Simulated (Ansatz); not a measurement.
Reaction (cleavage of the Sn–B bond): `[BH2][SnH2][CH3]` + HCl → `[CH3][SnH2][Cl]` + BH₃

Program: Ansatz. Geometries: PBE0-D4/def2-TZVP. ΔE: electronic, gas phase. CCSD(T)/CBS adds triple-zeta CCSD(T) − MP2 to the extrapolated MP2 energy (def2 sets, frozen cores). This one scheme is used for every species. Functionals use def2-TZVPP. B3LYP here is the variant with VWN-RPA as its local correlation; programs differ in this. HSE06 is defined as in plane-wave codes. Elements past krypton have def2 core potentials. For Sn outer-core shells are correlated without core-valence functions, which leaves a few kJ/mol of doubt a bond.

| level | ΔE (kJ/mol) | difference from CCSD(T)/CBS |
| --- | --- | --- |
| LDA (SPW92) | -88.4 | 20.4 |
| PBE-D4 | -99.9 | 8.9 |
| revPBE-D4 | -102.1 | 6.7 |
| BLYP-D4 | -110.4 | -1.6 |
| r2SCAN-D4 | -110.4 | -1.6 |
| B97M-V | -115.2 | -6.4 |
| PBE0-D4 | -104.8 | 4.0 |
| B3LYP-D4 | -113.4 | -4.6 |
| r2SCAN0-D4 | -111.6 | -2.8 |
| HSE06-D4 | -105.0 | 3.8 |
| CAM-B3LYP-D4 | -113.5 | -4.7 |
| ωB97X-V | -112.7 | -3.9 |
| B2PLYP | -113.1 | -4.3 |
| PBE-QIDH | -108.7 | 0.1 |
| PBE | -99.6 | 9.2 |
| revPBE | -101.9 | 6.9 |
| BLYP | -110.0 | -1.2 |
| r2SCAN | -110.5 | -1.7 |
| PBE0 | -104.7 | 4.1 |
| B3LYP | -113.0 | -4.2 |
| r2SCANh | -111.0 | -2.2 |
| r2SCAN0 | -111.7 | -2.9 |
| HSE06 | -104.8 | 4.0 |
| BHLYP | -120.1 | -11.3 |
| CAM-B3LYP | -113.3 | -4.5 |
| LC-ωPBE | -106.4 | 2.4 |
| RPA@PBE/def2-TZVPP | -100.1 | 8.7 |
| HF/def2-SVP | -129.5 | -20.7 |
| MP2/def2-SVP | -111.4 | -2.6 |
| CCSD/def2-SVP | -105.0 | 3.8 |
| CCSD(T)/def2-SVP | -103.2 | 5.6 |
| MP2/def2-TZVPP | -108.9 | -0.1 |
| SCS-MP2/def2-TZVPP | -112.1 | -3.3 |
| CCSD/def2-TZVPP | -103.7 | 5.1 |
| CCSD(T)/def2-TZVPP | -102.1 | 6.7 |
| MP2/def2-QZVPP | -113.3 | -4.5 |
| SCS-MP2/def2-QZVPP | -116.3 | -7.5 |
| HF/CBS(def2) | -134.7 | -25.9 |
| MP2/CBS(def2) | -115.7 | -6.9 |
| CCSD/CBS(def2) | -110.5 | -1.7 |
| CCSD(T)/CBS | -108.8 | 0 |

Largest T1 diagnostic among the species: 0.012.

From BLYP to BHLYP (50 % exact exchange), in def2-TZVPP and without D4, ΔE moves by −10.2 kJ/mol. At CCSD(T), def2-SVP lies +5.6 kJ/mol from the extrapolated value and def2-TZVPP +6.7 kJ/mol.
